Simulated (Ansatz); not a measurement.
`[CH3][Al]([OH])[SeH]`, relaxed with RKS PBE-D4/def2-SVP in Ansatz from a rough embedded geometry. The force threshold is 0.03 eV/Å; the program also tests the step.

Total charge 0; spin multiplicity 1.

Start:

```xyz
9

C    -1.266   -0.660    0.363
Al    0.553   -0.137   -0.175
O     1.924   -0.448    0.981
Se    0.977    0.823   -2.288
H    -1.942    0.298    0.366
H    -1.737   -1.341   -0.410
H    -1.308   -1.108    1.345
H     1.990    0.298    1.530
H     0.810    2.275   -1.712
```

By how much does the energy fall, and how many steps does the optimiser take? (Best estimate.)

Computed: 71.30 kJ/mol, in 17 steps, 3 of them rejected.

Which bonds change most? (Best estimate.)

Computed: Al2–O3 from 1.820 to 1.720 Å; Se4–H9 from 1.572 to 1.486 Å; C1–H5 from 1.173 to 1.111 Å; O3–H8 from 0.929 to 0.969 Å.

Give the relaxed structure. (Estimate.)

Ansatz gave: 
```xyz
9

C    -1.407   -0.781    0.349
Al    0.277    0.120   -0.048
O     1.503    0.119    1.159
Se    0.587    1.188   -2.113
H    -2.173   -0.043    0.670
H    -1.816   -1.315   -0.533
H    -1.278   -1.511    1.174
H     2.366    0.553    1.077
H     1.941    1.670   -1.735
```
